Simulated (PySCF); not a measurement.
Broadened absorption spectrum of C6H6FN

C₆H₆FN.
SMILES: `Nc1ccccc1F`

Method used: PySCF 2.14.0, density-fitted response routines, TDDFT wB97X-D/def2-SVPD, vertical, gas phase, core orbitals frozen in the response. Geometry: GFN2-xTB; no solvent, vibrations or thermal averaging. Torsions of this conformer, `[NH2:1][c:2]1[cH:3][cH:4][cH:5][cH:6][c:7]1[F:8]`: H–N1–C2–C3 165°, H–N1–C2–C3 22°.

Computed states:

| state | E (eV) | f |
| --- | --- | --- |
| S1 | 5.00 | 0.047 |
| S2 | 5.81 | 0.138 |
| S3 | 6.05 | 0.0032 |
| S4 | 6.73 | 0.0036 |
| S5 | 6.82 | 0.408 |
| S6 | 6.97 | 0.331 |
| S7 | 7.03 | 0.172 |
| S8 | 7.57 | 0.0014 |

Each state is given a Gaussian of 0.3 eV full width at half maximum, with ε(max) = 2.175×10⁸ f / Δν̃ (Δν̃ the width in cm⁻¹). The width is an assumption, not a result. The curve ends short of the highest state used, and states not computed would add to its high-energy end.

(1) Give the broadened spectrum and its maxima.

(2) Coming from long wavelengths, where does ε first pass 100 L mol⁻¹ cm⁻¹?

(3) On this curve, what absorbance would a 10⁻⁴ mol/L sample give at 193 nm over a 1 cm path?

Results:

(1) 
```json
{"λ (nm)": "177.8", "ε (L mol⁻¹ cm⁻¹)": "61416"}
{"λ (nm)": "179.5", "ε (L mol⁻¹ cm⁻¹)": "64849"}
{"λ (nm)": "181.2", "ε (L mol⁻¹ cm⁻¹)": "59254"}
{"λ (nm)": "182.9", "ε (L mol⁻¹ cm⁻¹)": "46797"}
{"λ (nm)": "184.7", "ε (L mol⁻¹ cm⁻¹)": "30589"}
{"λ (nm)": "186.4", "ε (L mol⁻¹ cm⁻¹)": "17083"}
{"λ (nm)": "188.1", "ε (L mol⁻¹ cm⁻¹)": "7938"}
{"λ (nm)": "189.8", "ε (L mol⁻¹ cm⁻¹)": "3068"}
{"λ (nm)": "191.5", "ε (L mol⁻¹ cm⁻¹)": "991"}
{"λ (nm)": "193.3", "ε (L mol⁻¹ cm⁻¹)": "252"}
{"λ (nm)": "195.0", "ε (L mol⁻¹ cm⁻¹)": "73"}
{"λ (nm)": "196.7", "ε (L mol⁻¹ cm⁻¹)": "57"}
{"λ (nm)": "198.4", "ε (L mol⁻¹ cm⁻¹)": "117"}
{"λ (nm)": "200.2", "ε (L mol⁻¹ cm⁻¹)": "279"}
{"λ (nm)": "201.9", "ε (L mol⁻¹ cm⁻¹)": "623"}
{"λ (nm)": "203.6", "ε (L mol⁻¹ cm⁻¹)": "1331"}
{"λ (nm)": "205.3", "ε (L mol⁻¹ cm⁻¹)": "2637"}
{"λ (nm)": "207.0", "ε (L mol⁻¹ cm⁻¹)": "4686"}
{"λ (nm)": "208.8", "ε (L mol⁻¹ cm⁻¹)": "7491"}
{"λ (nm)": "210.5", "ε (L mol⁻¹ cm⁻¹)": "10145"}
{"λ (nm)": "212.2", "ε (L mol⁻¹ cm⁻¹)": "11987"}
{"λ (nm)": "213.9", "ε (L mol⁻¹ cm⁻¹)": "12396"}
{"λ (nm)": "215.7", "ε (L mol⁻¹ cm⁻¹)": "11165"}
{"λ (nm)": "217.4", "ε (L mol⁻¹ cm⁻¹)": "8910"}
{"λ (nm)": "219.1", "ε (L mol⁻¹ cm⁻¹)": "6321"}
{"λ (nm)": "220.8", "ε (L mol⁻¹ cm⁻¹)": "4007"}
{"λ (nm)": "222.5", "ε (L mol⁻¹ cm⁻¹)": "2282"}
{"λ (nm)": "224.3", "ε (L mol⁻¹ cm⁻¹)": "1126"}
{"λ (nm)": "226.0", "ε (L mol⁻¹ cm⁻¹)": "525"}
{"λ (nm)": "227.7", "ε (L mol⁻¹ cm⁻¹)": "230"}
{"λ (nm)": "229.4", "ε (L mol⁻¹ cm⁻¹)": "113"}
{"λ (nm)": "231.2", "ε (L mol⁻¹ cm⁻¹)": "102"}
{"λ (nm)": "232.9", "ε (L mol⁻¹ cm⁻¹)": "177"}
{"λ (nm)": "234.6", "ε (L mol⁻¹ cm⁻¹)": "349"}
{"λ (nm)": "236.3", "ε (L mol⁻¹ cm⁻¹)": "646"}
{"λ (nm)": "238.0", "ε (L mol⁻¹ cm⁻¹)": "1093"}
{"λ (nm)": "239.8", "ε (L mol⁻¹ cm⁻¹)": "1725"}
{"λ (nm)": "241.5", "ε (L mol⁻¹ cm⁻¹)": "2426"}
{"λ (nm)": "243.2", "ε (L mol⁻¹ cm⁻¹)": "3133"}
{"λ (nm)": "244.9", "ε (L mol⁻¹ cm⁻¹)": "3731"}
{"λ (nm)": "246.7", "ε (L mol⁻¹ cm⁻¹)": "4124"}
{"λ (nm)": "248.4", "ε (L mol⁻¹ cm⁻¹)": "4197"}
{"λ (nm)": "250.1", "ε (L mol⁻¹ cm⁻¹)": "3977"}
{"λ (nm)": "251.8", "ε (L mol⁻¹ cm⁻¹)": "3517"}
{"λ (nm)": "253.5", "ε (L mol⁻¹ cm⁻¹)": "2912"}
{"λ (nm)": "255.3", "ε (L mol⁻¹ cm⁻¹)": "2226"}
{"λ (nm)": "257.0", "ε (L mol⁻¹ cm⁻¹)": "1622"}
{"λ (nm)": "258.7", "ε (L mol⁻¹ cm⁻¹)": "1115"}
{"λ (nm)": "260.4", "ε (L mol⁻¹ cm⁻¹)": "725"}
{"λ (nm)": "262.1", "ε (L mol⁻¹ cm⁻¹)": "447"}
{"λ (nm)": "263.9", "ε (L mol⁻¹ cm⁻¹)": "253"}
{"λ (nm)": "265.6", "ε (L mol⁻¹ cm⁻¹)": "141"}
{"λ (nm)": "267.3", "ε (L mol⁻¹ cm⁻¹)": "75"}
{"λ (nm)": "269.0", "ε (L mol⁻¹ cm⁻¹)": "38"}
{"λ (nm)": "270.8", "ε (L mol⁻¹ cm⁻¹)": "18"}
{"λ (nm)": "272.5", "ε (L mol⁻¹ cm⁻¹)": "8"}
```

Maxima: 248 nm (5.00 eV), ε about 4200, made up of S1 (100%); 213 nm (5.81 eV), ε about 12000, made up of S2 (100%); 179 nm (6.92 eV), ε about 65000, made up of S5 (42%), S6 (42%) and S7 (16%) (ε in L mol⁻¹ cm⁻¹; maxima over ε = 5, shares over 10%).

(2) At about 267 nm (4.65 eV), 0.35 eV below S1.

(3) 193 nm is 6.424 eV, where ε is about 320 L mol⁻¹ cm⁻¹, so A = ε c l ≈ 0.032 (Beer–Lambert, with the gas-phase spectrum and the assumed width).

Time: 40 s of wall time. Hardware: Arm Neoverse V1, one thread, on a shared host.
